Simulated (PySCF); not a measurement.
SMILES C#C[SiH2][SiH2]O (C2H6OSi2) (GFN2-xTB optimised geometry):

```
11

C      2.098     1.233     0.000
C      0.895     1.233     0.000
Si    -0.960     1.176    -0.001
Si    -1.708    -0.955     0.478
O     -1.187    -2.032    -0.631
H      3.151     1.250     0.004
H     -1.388     2.172     0.992
H     -1.336     1.689    -1.330
H     -3.151    -1.137     0.343
H     -1.286    -1.406     1.812
H     -0.264    -2.172    -0.814
```

Calculation: CAM-B3LYP/def2-TZVP (PySCF).

Problem. What are the frontier orbital energies and the dipole moment?

Solution. HOMO-2 -10.22 eV, HOMO-1 -9.65 eV, HOMO -9.12 eV, LUMO 0.29 eV, LUMO+1 0.89 eV; dipole moment 1.30 D.

Meta-Löwdin charges at CAM-B3LYP/def2-TZVP: C1 -0.17, C2 -0.28, Si3 0.38, Si4 0.70, O5 -0.76, H6 0.17, H7 -0.09, H8 -0.08, H9 -0.10, H10 -0.12, H11 0.35.
